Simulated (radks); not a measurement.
Results of a calculation; reference values are marked as such.
Q: The mean radii <r> (bohr) of the occupied orbitals of an atom or ion are listed with their occupations. Code: a radial shooting solver on a logarithmic mesh with Libxc functionals. Model: Dirac Kohn-Sham, PBE, spin-unpolarised, spherical densities, finite nucleus; Fermi nuclear charge, rms radius of each element as measured or else 0.836 A^(1/3) + 0.57 fm.

| orbital | occ. | <r> |
|---|---|---|
| 1s1/2 | 2 | 0.01966 |
| 2s1/2 | 2 | 0.08266 |
| 2p1/2 | 2 | 0.06864 |
| 2p3/2 | 4 | 0.07611 |
| 3s1/2 | 2 | 0.2133 |
| 3p1/2 | 2 | 0.2029 |
| 3p3/2 | 4 | 0.2161 |
| 3d3/2 | 4 | 0.1892 |
| 3d5/2 | 6 | 0.1933 |
| 4s1/2 | 2 | 0.4323 |
| 4p1/2 | 2 | 0.4296 |
| 4p3/2 | 1 | 0.4488 |

Name the element and its charge. Open shells, if any, fill j = l - 1/2 first.

A: Z = 70, ytterbium, charge +37: Yb37+ in [Ar] 3d10 4s2 4p3. The 1s radius gives Z: for a bare nucleus <r> = (2 gamma + 1)/(2Z) with gamma = sqrt(1 - (Z/c)^2), 0.01942 bohr for Z = 70, and screening makes it slightly larger (0.01966 here). The occupations add up to 33, and the charge is Z minus that.
